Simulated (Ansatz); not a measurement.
`F[CH]([SiH3])[AlH][SiH3]` + `C[CH2][AlH2]` → `C[CH]([AlH2])[AlH][SiH3]` + `FC[SiH3]`  (formal exchange of groups at the Al–C bond)

Calculated with Ansatz (gas phase, PBE0-D4/def2-TZVP geometries, no zero-point term in ΔE). CCSD(T)/CBS is the MP2 limit (def2-TZVPP, def2-QZVPP) plus CCSD(T) − MP2 in def2-TZVPP, frozen cores. Functionals use def2-TZVPP. One conformer a species, not always the lowest.

```
             level  ΔE (kJ/mol)
            r2SCAN        -21.4
     HF/def2-TZVPP        -20.6
CCSD(T)/def2-TZVPP        -25.1
    CCSD/CBS(def2)        -22.4
```

Question: What does CCSD(T)/CBS give? (Estimate.)

Answer: Computed: -23.5 kJ/mol. The listed levels differ from it by 2.1, 2.9, -1.6, 1.1 kJ/mol.

Largest T1 diagnostic among the species: 0.013.

In def2-TZVPP, CCSD(T) changes the Hartree–Fock value by −4.5 kJ/mol (the triples alone add −1.1 kJ/mol) and MP2 by −7.5 kJ/mol.
